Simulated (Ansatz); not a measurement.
## Abstraction of Br: AlHBr2 + MgBr → AlHBr + MgBr2

Species: AlHBr2 `[Br][AlH][Br]`, singlet; MgBr, doublet; AlHBr `[AlH][Br]`, doublet; MgBr2 `[Br][Mg][Br]`, singlet. A radical takes Br: the energy is the difference in strength between the Al–Br bond broken and the Mg–Br bond made.

Shapes, held fixed at every level: PBE0-D4/def2-TZVP. Programs: Ansatz 0.2.0. The zero-point and thermal change to 298 K, harmonic and unscaled (PBE0-D4/def2-TZVP), is -2.4 kJ/mol.

```csv
level,kind,ΔH(298 K) (kJ/mol),less CCSD(T)/def2-TZVPP
wB97M-V/def2-TZVPP,range-separated hybrid,+23.1,-5.6
wB97X-V/def2-TZVPP,range-separated hybrid,+22.9,-5.8
B2PLYP/def2-TZVPP,double hybrid,+22.5,-6.2
MP2/def2-TZVPP,perturbation theory,+34.4,+5.7
CCSD(T)/def2-SVP,coupled cluster or CI,+19.9,-8.8
CCSD/def2-SVP,coupled cluster or CI,+18.9,-9.8
CCSD/def2-TZVPP,coupled cluster or CI,+27.0,-1.7
CCSD(T)/def2-TZVPP,coupled cluster or CI,+28.7,0.0
```

The highest level, CCSD(T)/def2-TZVPP, gives ΔH(298 K) = +28.7 kJ/mol; the levels span +18.9 to +34.4. The column of differences is taken from that level and isn't an error. No measured value is set beside it here. Open shells run unrestricted unless RO is named. Relativity is left out for Br unless named. Correlated rows may include outer-core shells of Br, Mg, which these sets cover unevenly.
